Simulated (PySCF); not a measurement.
C4H5Br. Atoms are numbered in the order given.

```xyz
10

C     -1.3278    -1.9897     0.0000
C     -0.0020    -1.8168     0.0000
C      0.7209    -0.5497     0.0000
C      2.0569    -0.4573     0.0000
Br    -0.3087     1.0450     0.0000
H     -2.0132    -1.1383     0.0000
H     -1.7588    -2.9931     0.0000
H      0.6564    -2.6931     0.0000
H      2.6563    -1.3718     0.0000
H      2.5750     0.5023     0.0000
```

Coordinates come from a PBE0-D3(BJ)/def2-SVP optimisation. One conformer was computed; it need not be the lowest.

Calculation: CAM-B3LYP/def2-TZVP (PySCF).

Computed frontier levels, gap, dipole moment and polarisability:
```json
{
 "highest_occupied_level": "-8.26 eV",
 "lowest_empty_level": "-0.21 eV",
 "orbital_gap": "8.05 eV",
 "dipole_moment": "1.50 D",
 "quadrupole, principal values (traceless, Buckingham form, about the centre of nuclear charge)": "-7.47, 2.90, 4.57 D·Å",
 "mean_static_polarisability": "70.0 bohr³ (10.37 Å³)",
 "polarisability_principal_values": "41.4, 72.8, 95.7 bohr³"
}
```
